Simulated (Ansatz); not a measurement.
Calculated with Ansatz (gas phase, PBE0-D4/def2-TZVP geometries, no zero-point term in ΔE). CCSD(T)/CBS is the MP2 limit (def2-TZVPP, def2-QZVPP) plus CCSD(T) − MP2 in def2-TZVPP, frozen cores. This one scheme is used for every species. Functionals use def2-TZVPP. B3LYP here is the variant with VWN-RPA as its local correlation; programs differ in this. HSE06 is defined as in plane-wave codes. Each species was taken in one conformer, which may not be the lowest.

Consider the cleavage of the Si–Si bond: `O[SiH](F)[SiH2]Cl` + `C=N` → `C=N[SiH](O)F` + `[SiH3]Cl`.

`O[SiH](F)[SiH2]Cl`:

```xyz
9

O     1.909    0.411    0.361
Si    0.390    0.411    0.953
F     0.220   -0.683    2.109
Si   -1.081   -0.186   -0.782
Cl    0.015   -1.515   -1.939
H     2.132   -0.264   -0.286
H     0.174    1.737    1.570
H    -2.316   -0.876   -0.339
H    -1.443    0.965   -1.647
```

`C=N`:

Z-matrix (Å, degrees):
```
C
N 1 1.261
H 1 1.096 2 124.9
H 1 1.092 2 118.8 3 -180.0
H 2 1.021 1 111.0 3 -0.0
```

`C=N[SiH](O)F`:

```xyz
9

C     1.195   -1.205   -0.233
N     0.387   -0.357   -0.693
Si   -0.401    0.895    0.193
O    -2.004    0.772   -0.047
F    -0.128    0.779    1.761
H     1.506   -1.251    0.821
H     1.637   -1.961   -0.892
H     0.110    2.209   -0.229
H    -2.302    0.119   -0.682
```

`[SiH3]Cl`:

```xyz
5

Si    0.088   -0.076   -0.055
Cl   -1.321    1.137    0.817
H     0.363   -1.209    0.858
H     1.318    0.717   -0.278
H    -0.449   -0.570   -1.343
```

```csv
level,ΔE (kJ/mol),difference from CCSD(T)/CBS
LDA (SPW92),-55.7,12.2
PBE-D4,-47.5,20.4
revPBE-D4,-48.7,19.2
BLYP-D4,-59.6,8.3
r2SCAN-D4,-65.2,2.7
PBE0-D4,-55.8,12.1
B3LYP-D4,-65.4,2.5
r2SCANh-D4,-66.8,1.1
r2SCAN0-D4,-69.2,-1.3
HSE06-D4,-55.8,12.1
BHLYP-D4,-74.1,-6.2
ωB97X-V,-65.6,2.3
ωB97M-V,-71.7,-3.8
B2PLYP,-72.9,-5.0
PBE-QIDH,-69.0,-1.1
PBE,-49.5,18.4
revPBE,-48.1,19.8
BLYP,-62.8,5.1
r2SCAN,-65.7,2.2
PBE0,-57.9,10.0
B3LYP,-68.9,-1.0
r2SCAN0,-70.0,-2.1
HSE06,-57.9,10.0
BHLYP,-79.0,-11.1
CAM-B3LYP,-74.3,-6.4
RPA@PBE/def2-TZVPP,-67.9,0.0
HF/def2-SVP,-85.5,-17.6
MP2/def2-SVP,-74.7,-6.8
CCSD/def2-SVP,-68.2,-0.3
CCSD(T)/def2-SVP,-66.4,1.5
HF/def2-TZVPP,-90.2,-22.3
MP2/def2-TZVPP,-77.4,-9.5
SCS-MP2/def2-TZVPP,-78.0,-10.1
CCSD/def2-TZVPP,-71.9,-4.0
HF/def2-QZVPP,-91.5,-23.6
MP2/def2-QZVPP,-77.0,-9.1
SCS-MP2/def2-QZVPP,-77.6,-9.7
HF/CBS(def2),-91.7,-23.8
MP2/CBS(def2),-76.0,-8.1
CCSD/CBS(def2),-70.4,-2.5
CCSD(T)/CBS,-67.9,0
```

Largest T1 diagnostic among the species: 0.013.

From BLYP to BHLYP (50 % exact exchange), in def2-TZVPP and without D4, ΔE moves by −16.2 kJ/mol. The D4 term adds +3.5 kJ/mol with B3LYP and +2.1 kJ/mol with PBE0; it sums over pairs of atoms, weighted by their polarisabilities, and B3LYP, whose exchange is more repulsive, gets the larger term.
